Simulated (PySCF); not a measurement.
**Ionisation energy of Zn²⁺ by level of theory**

Zn²⁺ [Ar] 3d10 (1S) → Zn³⁺ [Ar] 3d9 (2D), as a difference of total energies. All numbers are calculated (PySCF 2.14, scalar relativity by spin-free X2C-1e, in ANO-RCC-VTZP (6s5p3d2f1g, 59 functions)). Correlated levels: valence and next inner shell: [Ne] frozen. The calculations carry no spin-orbit coupling.

| method | ionisation energy (eV) | plus first-order spin-orbit estimate | error of that sum (eV) |
| --- | --- | --- | --- |
| UHF | 36.991 | 36.840 | -2.883 |
| MP2 (valence and next inner shell) | 40.601 | 40.450 | +0.727 |
| SCS-MP2 (valence and next inner shell) | 40.116 | 39.965 | +0.242 |
| CCSD (valence and next inner shell) | 39.540 | 39.389 | -0.334 |
| CCSD(T) (valence and next inner shell) | 39.666 | 39.515 | -0.208 |

Reference: 39.723 eV (measured; NIST Atomic Spectra Database, ionization energies).

A first-order spin-orbit estimate (lowest level to lowest level, LS coupling) adds -0.151 eV.

Errors of the correlated levels include the incompleteness of this basis and the frozen core.
